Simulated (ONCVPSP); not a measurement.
# What the settings do to the ONCV potential of magnesium

Base potential:

* Element: Mg
* Generator: ONCVPSP 4.0.1
* Type: optimised norm-conserving Vanderbilt (ONCV)
* Functional: PBE
* Relativity: scalar-relativistic
* Frozen core: [He]
* Valence charge: 10
* Reference configuration: 2s2 2p6 3s2
* Partial waves: 2s+3s: rc 1.20 bohr, ncon 4, nbas 7, qcut 9.4 1/bohr, 2 projectors; 2p: rc 1.20 bohr, ncon 4, nbas 8, qcut 9 1/bohr, 2 projectors, debl 0.3 Ha
* Local potential: polynomial inside 0.90 bohr (lpopt 5, dvloc0 3 Ha)
* Core correction: none

In the p channel the program set the typed energies aside and used -1.713, 0.250 Ha.

Cutoffs, loose and tight: the cutoffs (Ha) at which the residual kinetic energy of the hardest occupied pseudo-wave falls to 1 and 0.1 mHa per electron. They do not see the model core or the augmentation charge, which bear on the density cutoff. Test errors are all-electron minus pseudo excitation energies from the reference, over the configurations 2s2 2p6 3s1; 2s2 2p6 3s0; 2s2 2p6 3s1.5; 2s1 2p6 3s2. A dash means not determined; rows that change the core or the reference have their own tests.

| change | outcome | cutoff, loose | cutoff, tight | bound ghosts | GHOST(+) flags above zero | largest test error (meV) |
| --- | --- | --- | --- | --- | --- | --- |
| base | generated, projector energies reset by the program | 50 Ha | 138 Ha | none | none | -405 |
| s: rc 1.04 | generated, projector energies reset by the program | 50 Ha | 138 Ha | none | none | -356 |
| s: rc 1.24 | generated, projector energies reset by the program | 50 Ha | 138 Ha | none | none | -414 |
| s: rc 1.4 | generated, projector energies reset by the program | 50 Ha | 138 Ha | none | none | -433 |
| s: rc 1.58 | generated, projector energies reset by the program | 50 Ha | 138 Ha | none | none | -422 |
| s: rc 1.74 | generated, projector energies reset by the program | 50 Ha | 138 Ha | none | none | -346 |

Problem. What comes out with this change to the base: s: rc 0.88; local potential polynomial inside 0.88 bohr (lpopt 5, dvloc0 3 Ha)?

Solution. outcome: generated, projector energies reset by the program; cutoff, loose: 50 Ha; cutoff, tight: 141 Ha; bound ghosts: none; GHOST(+) flags above zero: none; largest test error (meV): -302.

Reading the sweep of the s radius (base included, trends over the rows without a ghost): The loose cutoff stays near 50 Ha. The median size of the test errors (rows with all tests solved) stays near 1.3 meV.
